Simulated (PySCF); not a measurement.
Al(Me)2(nBu), SMILES CCC[CH2][Al]([CH3])[CH3] (C6H15Al), singlet (GFN2-xTB optimised geometry):

```
22

Al     0.903    -0.860     0.000
C     -0.117    -2.575    -0.009
H     -0.857    -2.644     0.795
H      0.555    -3.433     0.104
H     -0.670    -2.736    -0.941
C      2.896    -0.860     0.000
H      3.316     0.128    -0.216
H      3.303    -1.549    -0.748
H      3.319    -1.174     0.960
C     -0.088     0.889     0.000
C     -1.553     0.709     0.430
C     -2.363     2.009     0.429
C     -2.638     2.543    -0.972
H      0.390     1.622     0.667
H     -0.064     1.358    -0.994
H     -2.042    -0.014    -0.231
H     -1.575     0.287     1.440
H     -3.319     1.828     0.929
H     -1.827     2.767     1.007
H     -3.155     1.794    -1.569
H     -1.714     2.808    -1.480
H     -3.262     3.433    -0.922
```

Computed with PySCF with PBE0/def2-SVP.

Q: What are the frontier orbital energies and the dipole moment?

A: HOMO-2 -8.81 eV, HOMO-1 -7.57 eV, HOMO -7.02 eV, LUMO -0.48 eV, LUMO+1 0.69 eV; dipole moment 0.14 D.

Meta-Löwdin charges at PBE0/def2-SVP: Al1 0.82, C2 -0.61, H3 0.11, H4 0.11, H5 0.11, C6 -0.61, H7 0.11, H8 0.11, H9 0.11, C10 -0.47, C11 -0.15, C12 -0.16, C13 -0.30, H14 0.09, H15 0.10, H16 0.08, H17 0.08, H18 0.09, H19 0.09, H20 0.09, H21 0.09, H22 0.10.
